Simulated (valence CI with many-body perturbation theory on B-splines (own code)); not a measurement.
# Tm³⁸⁺: electric-dipole lines

Calculated by valence CI with perturbative core correlation (CI+MBPT): three valence electrons over a frozen Dirac-Fock core [Ar] 3d10, a basis of 11 s, 11 p, 9 d, 7 f, 5 g, 2 h, 1 i functions for each j, with the one-electron correlation potential Σ1 (screened to all orders), the two-electron term Σ2, the three-electron term Σ3, Breit, model QED; selected single and double excitations, second order for the rest (own B-spline code, finite nucleus).

No measured spectrum was set against this ion. As an estimate, large intervals hold to a few tenths of a per cent, small ones and those within an open d or f shell to about a per cent.

Lines 101 to 150 of 270 in falling wavelength, among levels below 3848.3 × 10³ cm⁻¹, chosen from the strongest by gf and those to the six lowest levels. Wavelengths and rates use the calculated energies. Electric multipoles are in the length gauge, E1 and E2 with the static RPA response of the core. Weak lines are less certain than strong ones. Lines between different terms over intervals too small for the method are left out, as are lines whose strength nearly cancels. Where a level lies close to another of its J and parity, the split of strength between their lines is uncertain. The highest levels of a list are the least certain.

Levels are named by their leading jj configuration (3d3/2^4 stands for four electrons in 3d with j = 3/2), which in mixed levels can hold well under half, so a name can repeat and another be missing. Letters in brackets count levels of one name in rising energy.

```
λ vac (Å)                          Upper                       Lower   A (s⁻¹)  S (a.u.)
    80.43     (4s 4p1/2 4d3/2) J=3/2 [b]  (4s 4p1/2 4p3/2) J=3/2 [a]  2.48e+09  2.54e-03
    80.41         (4s 4p1/2 4d5/2) J=7/2      (4s 4p1/2 4p3/2) J=5/2  1.58e+11  3.25e-01
    80.35      (4p1/2 4p3/2 4d5/2) J=1/2       (4p1/2 4p3/2^2) J=1/2  3.31e+11  1.69e-01
    80.11     (4s 4p3/2 4d5/2) J=3/2 [b]          (4s 4p3/2^2) J=3/2  4.35e+10  4.42e-02
    80.01  (4p1/2 4p3/2 4d3/2) J=3/2 [a]      (4s 4p1/2 4d3/2) J=5/2  7.32e+10  7.40e-02
    80.00  (4p1/2 4p3/2 4d5/2) J=5/2 [a]       (4p1/2 4p3/2^2) J=3/2  1.61e+11  2.44e-01
    79.93          (4p1/2 4p3/2^2) J=1/2      (4s 4p1/2 4p3/2) J=1/2  7.34e+10  3.70e-02
    79.84  (4p1/2 4p3/2 4d5/2) J=5/2 [b]  (4s 4p1/2 4d5/2) J=5/2 [b]  2.66e+11  4.01e-01
    79.81         (4s 4p3/2 4d5/2) J=1/2          (4s 4p3/2^2) J=1/2  3.45e+11  1.73e-01
    79.74     (4s 4p1/2 4f5/2) J=5/2 [b]  (4s 4p1/2 4d3/2) J=3/2 [b]  1.73e+10  2.60e-02
    79.60     (4s 4p1/2 4d5/2) J=5/2 [b]      (4s 4p1/2 4p3/2) J=5/2  1.74e+11  2.60e-01
    79.38     (4s 4p1/2 4f7/2) J=7/2 [a]  (4s 4p1/2 4d5/2) J=5/2 [a]  1.17e+11  2.31e-01
    79.31     (4s 4p1/2 4f7/2) J=7/2 [b]  (4s 4p1/2 4d5/2) J=5/2 [b]  1.78e+11  3.50e-01
    79.25            (4p3/2^3) J=3/2 [a]          (4s^2 4d3/2) J=3/2  1.15e+11  1.13e-01
    79.23  (4p1/2 4p3/2 4d3/2) J=3/2 [b]  (4s 4p1/2 4d3/2) J=3/2 [b]  6.36e+10  6.24e-02
    79.12  (4p1/2 4p3/2 4d3/2) J=3/2 [b]      (4s 4p1/2 4d3/2) J=1/2  2.94e+10  2.87e-02
    79.10     (4s 4p1/2 4d5/2) J=5/2 [a]  (4s 4p1/2 4p3/2) J=3/2 [a]  1.97e+11  2.89e-01
    79.02  (4p1/2 4p3/2 4d5/2) J=3/2 [a]       (4p1/2 4p3/2^2) J=3/2  2.87e+11  2.80e-01
    79.00  (4p1/2 4p3/2 4d5/2) J=7/2 [c]       (4p1/2 4p3/2^2) J=5/2  4.23e+11  8.23e-01
    78.94            (4p3/2^3) J=3/2 [a]          (4s 4p3/2^2) J=5/2  1.04e+11  1.01e-01
    78.89      (4p1/2 4p3/2 4d3/2) J=5/2  (4s 4p1/2 4d3/2) J=3/2 [a]  3.12e+10  4.54e-02
    78.80         (4s 4p1/2 4f7/2) J=9/2      (4s 4p1/2 4d5/2) J=7/2  2.76e+11  6.67e-01
    78.75  (4p1/2 4p3/2 4d5/2) J=7/2 [b]  (4s 4p1/2 4d5/2) J=5/2 [a]  7.17e+10  1.38e-01
    78.57     (4s 4p3/2 4d5/2) J=5/2 [a]          (4s 4p3/2^2) J=5/2  3.09e+11  4.44e-01
    78.54          (4p1/2 4p3/2^2) J=1/2  (4s 4p1/2 4p3/2) J=3/2 [b]  2.93e+11  1.40e-01
    78.53          (4p1/2 4p3/2^2) J=5/2  (4s 4p1/2 4p3/2) J=3/2 [b]  3.58e+11  5.14e-01
    78.51     (4s 4p1/2 4f7/2) J=7/2 [b]      (4s 4p1/2 4d5/2) J=7/2  9.42e+10  1.80e-01
    78.38  (4p1/2 4p3/2 4d5/2) J=5/2 [a]  (4s 4p1/2 4d5/2) J=5/2 [a]  7.84e+10  1.12e-01
    78.27     (4s 4p1/2 4p3/2) J=3/2 [b]          (4s^2 4p1/2) J=1/2  2.07e+11  1.96e-01
    78.24         (4s 4p1/2 4d5/2) J=3/2      (4s 4p1/2 4p3/2) J=1/2  4.26e+11  4.02e-01
    78.13     (4s 4p3/2 4d5/2) J=3/2 [b]          (4s 4p3/2^2) J=1/2  2.66e+11  2.50e-01
    77.90     (4s 4p3/2 4d5/2) J=3/2 [b]          (4s^2 4d5/2) J=5/2  3.26e+11  3.04e-01
    77.82          (4p1/2^2 4p3/2) J=3/2          (4s 4p1/2^2) J=1/2  1.34e+11  1.24e-01
    77.72  (4p1/2 4p3/2 4d3/2) J=1/2 [b]      (4s 4p1/2 4d3/2) J=1/2  1.41e+11  6.54e-02
    77.57     (4s 4p3/2 4d5/2) J=5/2 [b]          (4s 4p3/2^2) J=3/2  5.35e+11  7.40e-01
    77.51          (4p1/2 4p3/2^2) J=3/2  (4s 4p1/2 4p3/2) J=3/2 [a]  2.07e+11  1.90e-01
    77.49     (4s 4p3/2 4d5/2) J=7/2 [a]          (4s 4p3/2^2) J=5/2  1.80e+11  3.31e-01
    77.44  (4p1/2 4p3/2 4d5/2) J=3/2 [a]  (4s 4p1/2 4d5/2) J=5/2 [a]  9.78e+10  8.96e-02
    77.24  (4p1/2 4p3/2 4d3/2) J=3/2 [a]  (4s 4p1/2 4d3/2) J=3/2 [a]  1.45e+11  1.32e-01
    77.15             (4s^2 4d5/2) J=5/2          (4s^2 4p3/2) J=3/2  4.46e+11  6.07e-01
    76.94         (4s 4p1/2 4p3/2) J=1/2          (4s^2 4p1/2) J=1/2  4.27e+11  1.92e-01
    76.92             (4s 4p3/2^2) J=1/2          (4s^2 4p3/2) J=3/2  3.01e+11  1.35e-01
    76.92         (4s 4p1/2 4d5/2) J=3/2  (4s 4p1/2 4p3/2) J=3/2 [b]  1.33e+11  1.19e-01
    76.92  (4p1/2 4p3/2 4d3/2) J=1/2 [a]  (4s 4p1/2 4d3/2) J=3/2 [a]  2.76e+11  1.24e-01
    76.83             (4s^2 4f7/2) J=7/2          (4s^2 4d5/2) J=5/2  7.76e+11  1.39e+00
    76.68  (4p1/2 4p3/2 4d5/2) J=5/2 [b]  (4s 4p1/2 4d5/2) J=5/2 [a]  2.76e+10  3.68e-02
    76.66         (4s 4p1/2 4f5/2) J=3/2      (4s 4p1/2 4d3/2) J=1/2  1.83e+11  1.63e-01
    76.23     (4s 4p3/2 4d3/2) J=1/2 [b]          (4s^2 4d3/2) J=3/2  4.62e+11  2.02e-01
    76.21            (4p3/2^3) J=3/2 [b]          (4s 4p3/2^2) J=3/2  7.86e+11  6.87e-01
    76.19     (4s 4p1/2 4f7/2) J=7/2 [b]  (4s 4p1/2 4d5/2) J=5/2 [a]  1.71e+11  2.99e-01
```
